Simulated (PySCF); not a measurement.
Species: C5H8O2.
Atom-mapped SMILES: `[CH3:1][O:2]/[CH:3]=[CH:4]/[C:5]([CH3:6])=[O:7]` (hydrogens: H8, H9, H10 on C1; H11 on C3; H12 on C4; H13, H14, H15 on C6)

The closed-shell SCF was solved with PySCF and density fitting under several settings on one GFN2-xTB geometry (grid level 2 and gas phase unless stated).

```json
{"settings": "PBE0/pcSseg-1", "basis functions": "159", "SCF cycles": "16", "E (Eh)": "-345.3309", "HOMO (eV)": "-7.10", "LUMO (eV)": "-1.09", "dipole (D)": "3.53"}
{"settings": "PBE0/def2-SVPD", "basis functions": "210", "SCF cycles": "16", "E (Eh)": "-345.1366", "HOMO (eV)": "-7.18", "LUMO (eV)": "-1.20", "dipole (D)": "3.65"}
{"settings": "BHandHLYP/STO-3G, IEF-PCM dichloromethane, energy threshold 1e-06 Eh", "basis functions": "43", "SCF cycles": "8", "E (Eh)": "-341.1181", "HOMO (eV)": "-5.45", "LUMO (eV)": "3.27", "dipole (D)": "2.65"}
{"settings": "BP86/Sadlej pVTZ", "basis functions": "240", "SCF cycles": "17", "E (Eh)": "-345.8429", "HOMO (eV)": "-5.55", "LUMO (eV)": "-2.20", "dipole (D)": "3.69"}
```

Question: Estimate the rows for these settings: (1) BLYP/3-21G, level shift 0.3 Eh, energy threshold 1e-08 Eh; (2) PBE0/aug-pcSseg-1.

Answer: 
| settings | basis functions | SCF cycles | E (Eh) | HOMO (eV) | LUMO (eV) | dipole (D) |
| --- | --- | --- | --- | --- | --- | --- |
| BLYP/3-21G, level shift 0.3 Eh, energy threshold 1e-08 Eh | 79 | 14 | -343.7284 | -4.57 | -1.28 | 3.19 |
| PBE0/aug-pcSseg-1 | 254 | 16 | -345.3488 | -7.15 | -1.17 | 3.63 |

Question: Over all rows, what range does the HOMO–LUMO gap span?

Answer: From 3.29 eV (BLYP/3-21G, level shift 0.3 Eh, energy threshold 1e-08 Eh) to 8.72 eV (BHandHLYP/STO-3G, IEF-PCM dichloromethane, energy threshold 1e-06 Eh). The functional of the narrowest has no exact exchange, that of the widest 50 % exact exchange.

Question: And the dipole moment?

Answer: From 2.65 D (BHandHLYP/STO-3G, IEF-PCM dichloromethane, energy threshold 1e-06 Eh) to 3.69 D (BP86/Sadlej pVTZ); the largest is 1.39 times the smallest, and the median is 3.58 D.

Question: Compare two rows with the functional PBE0: PBE0/pcSseg-1 and PBE0/def2-SVPD. Which energy is lower, and by how much?

Answer: PBE0/pcSseg-1 (159 functions) lies 0.1943 Eh or 122 kcal/mol below PBE0/def2-SVPD (210 functions). The smaller set gives the lower energy; the two sets aren't nested, so the variational bound doesn't order them by size.

Cycle counts include a coarse-grid stage where the run had one. Geometry: GFN2-xTB, one conformer.

Shape of the structure used: `[CH3:1][O:2]/[CH:3]=[CH:4]/[C:5]([CH3:6])=[O:7]`: C1–O2–C3–C4 0°, C3–C4–C5–C6 0°.
